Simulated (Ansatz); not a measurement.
Ansatz (a quantum-chemistry and plane-wave program) input (CAM-B3LYP/def2-TZVPD):

Ansatz 0.2 input:
```yaml
crystal:
  periodic: [false, false, false]
  atoms:
    - {symbol: Te, position_ang: [0.02567394, -0.01476549, 0.31479981]}
    - {symbol: F, position_ang: [0.61677838, 1.22310707, -0.91040454]}
    - {symbol: F, position_ang: [-0.76511670, -1.13779537, -0.90843879]}
basis:
  gaussian:
    orbitals: def2-TZVPD
hamiltonian:
  xc: {name: CAM-B3LYP}
total_charge: 1
magnetization: {spin_polarized: true, initial_magnetization: 1}
output: {forces: true}
```

Output:

```
Functional definition: CAM-B3LYP
integrals: 0.06 GiB planned
871 factors; their error is unknown
integrals: 0.09 GiB planned
227 factors; integrals over basis functions are off by at most 3.5e-5 eV
mean field: 0.77 GiB planned
mean field evaluation 1: about -12703.8866 eV, gradient 7.2e1 eV
mean field evaluation 2: about -12649.1461 eV, gradient 1.5e2 eV
mean field evaluation 4: about -12718.9270 eV, gradient 2.5e0 eV
mean field evaluation 8: about -12718.9396 eV, gradient 6.0e-2 eV
mean field evaluation 16: about -12719.0698 eV, gradient 4.8e-4 eV
mean field -12719.06982864 eV, -467.4171949073 hartree, gradient 1.3e-5 eV, S^2 0.753258; 0 other end points of the search recorded, 0 dependent functions left out
the calculation of the forces begins
reference -12719.06993814 eV, -467.4171989313 hartree; 21, 20 occupied and 118, 119 virtual orbitals, 871 factors
Total energy: -12719.06993814 eV, -467.4171989313 hartree
Atom 0 at     0.025674    -0.014765     0.314800 Å, force    -0.044026     0.025320    -0.539828 eV/Å
Atom 1 at     0.616778     1.223107    -0.910405 Å, force    -0.144639    -0.297378     0.270151 eV/Å
Atom 2 at    -0.765117    -1.137795    -0.908439 Å, force     0.188666     0.272057     0.269677 eV/Å
Dipole moment:     0.056310    -0.032385     0.690442 e Å
```
